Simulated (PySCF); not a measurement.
Below is a simulated gas-phase C 1s photoelectron spectrum of `COC(=O)C(C)(C)C`.

Every computed line was given a Gaussian of 1.0 eV full width at half maximum and an area set by the number of equivalent atoms; the highest printed point is 100. Level of theory: delta-SCF UKS SCAN, pcX-2 on the ionised atom, pcseg-1 elsewhere, spin-free X2C (PySCF).

binding energy (eV), intensity and a bar:
```
    289.2          1 
    289.4          2 #
    289.6          7 ##
    289.8         18 #####
    290.0         38 ###########
    290.2         64 ###################
    290.4         88 ##########################
    290.6        100 ##############################
    290.8         94 ############################
    291.0         74 ######################
    291.2         49 ###############
    291.4         29 #########
    291.6         16 #####
    291.8         12 ####
    292.0         16 #####
    292.2         22 #######
    292.4         27 ########
    292.6         27 ########
    292.8         22 ######
    293.0         15 ####
    293.2         10 ###
    293.4         11 ###
    293.6         16 #####
    293.8         22 #######
    294.0         27 ########
    294.2         26 ########
    294.4         21 ######
    294.6         13 ####
    294.8          6 ##
    295.0          3 #
    295.2          1 
    295.4          0
```

**Question.** How many maxima does the curve show, and how many computed lines lie under it?

**Answer.** The curve has 3 maxima (at 290.6, 292.5 and 294.1 eV). Under it lie 4 lines from 4 inequivalent carbon sites. At this width some lines have no maximum of their own.

**Question.** Decompose the envelope and assign each component. Numbering: `[CH3:1][O:2][C:3](=[O:4])[C:5]([CH3:6])([CH3:7])[CH3:8]`.

**Answer.** 
| position (eV) | relative area | line | atoms | environment |
| --- | --- | --- | --- | --- |
| 290.55 | 3 | C 1s | C6/C7/C8 | methyl carbon |
| 290.98 | 1 | C 1s | C5 | sp3 carbon next to a carbonyl |
| 292.50 | 1 | C 1s | C1 | methoxy carbon |
| 294.08 | 1 | C 1s | C3 | ester carbonyl carbon |

**Question.** What are the centre and the root-mean-square width of the whole band?

**Answer.** The area-weighted mean of the lines is 291.53 eV. Their own spread about it is 1.33 eV (rms) and each Gaussian has σ = 1.0/2.355 = 0.42 eV; the variances add, which gives 1.40 eV.

Lowest listed C 1s: C6/C7/C8, bonded to C and 3 H. Highest, 3.53 eV above it: C3, bonded to O (double bond), O and C. The widest gap between neighbouring values is 1.58 eV, between 292.50 and 294.08 eV. Summing the Pauling electronegativity differences to the bonded atoms, each weighted by its formal bond order, gives -1.05 for the lowest site and +2.67 for the highest; no listed site has a larger sum than the highest.

No satellites, vibrations or lifetime broadening are included. Topologically equivalent atoms share the value of their first member; where this conformer doesn't relate them by symmetry, their own values could differ. Geometry: PBE0-D3(BJ)/def2-SVP, one conformer, isolated molecule.

Conformer computed: `[CH3:1][O:2][C:3](=[O:4])[C:5]([CH3:6])([CH3:7])[CH3:8]`: C1–O2–C3–O4 -1°, O2–C3–C5–C6 57°.
